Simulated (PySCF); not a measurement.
# Rh²⁺ (rhodium, charge +2) across methods

[Kr] 4d6 5s1, high-spin 6D determinant (an excited configuration). Calculation: PySCF 2.14, in aug-cc-pwCVTZ-DK; scalar relativity by spin-free X2C-1e.

```
method  E (hartree)  mean ε 4d α (eV)  mean ε 4d β (eV)  mean ε 5s α (eV)  Σ⟨r²⟩ (bohr²)   ⟨S²⟩
   LDA     -4777.12           -30.808           -27.634           -22.491          34.29  8.750
  BLYP     -4782.51           -30.398           -27.540           -22.032          34.38  8.751
  PBE0     -4782.02           -32.841           -29.421           -22.941          34.24  8.751
   UHF  -4780.04795           -38.292           -33.857           -24.757          34.46  8.753
  BP86     -4782.91           -30.773           -27.776           -22.330          34.25  8.751
  MN15     -4785.66           -33.480           -30.645           -23.458          34.24  8.751
   PBE     -4781.95           -30.719           -27.556           -22.158          34.31  8.751
```

Problem. Estimate the same row for r2SCAN.

Solution. E (hartree) = -4782.35; mean ε 4d α (eV) = -31.338; mean ε 4d β (eV) = -27.748; mean ε 5s α (eV) = -22.397; Σ⟨r²⟩ (bohr²) = 34.18; ⟨S²⟩ = 8.751.
